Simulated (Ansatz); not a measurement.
The cluster B₄F₂. Total charge 0; singlet. Geometry PBE-D4/def2-SVP, basis def2-TZVP, Ansatz.

```xyz
6

B     1.358    0.460    0.022
B     0.137   -0.803   -0.033
B    -0.137    0.803    0.033
B    -1.358   -0.460   -0.022
F    -2.671   -0.399   -0.023
F     2.671    0.399    0.023
```

```tsv
run	HOMO (eV)	LUMO (eV)
A	-7.31	-3.96
B	-6.64	-4.43
C	-6.19	-4.74
D	-5.95	-4.73
E	-8.55	-2.90
F	-6.18	-5.04
```

The structure comes from a short search, and lower isomers may exist.

Q: The runs used CAM-B3LYP, LDA (SPW92), r2SCAN, r2SCAN0, r2SCANh, revPBE. Estimate which is which.

A: A r2SCAN0 (25 % exact exchange); B r2SCANh (10 % exact exchange); C r2SCAN (0 % exact exchange); D revPBE (0 % exact exchange); E CAM-B3LYP (range-separated); F LDA (SPW92) (0 % exact exchange). Exact exchange lowers occupied and raises empty levels; among semilocal functionals meta-GGAs tend to open the gap a little, and such runs are hard to tell apart. The gap grows from 1.14 eV (LDA (SPW92)) to 5.64 eV (CAM-B3LYP). The restricted singlet is unstable towards broken spin symmetry in Hartree–Fock (as tested in another run); at r2SCAN0-D4/def2-TZVP, r2SCANh-D4/def2-TZVP, r2SCAN-D4/def2-TZVP, revPBE-D4/def2-TZVP and others this wasn't settled.
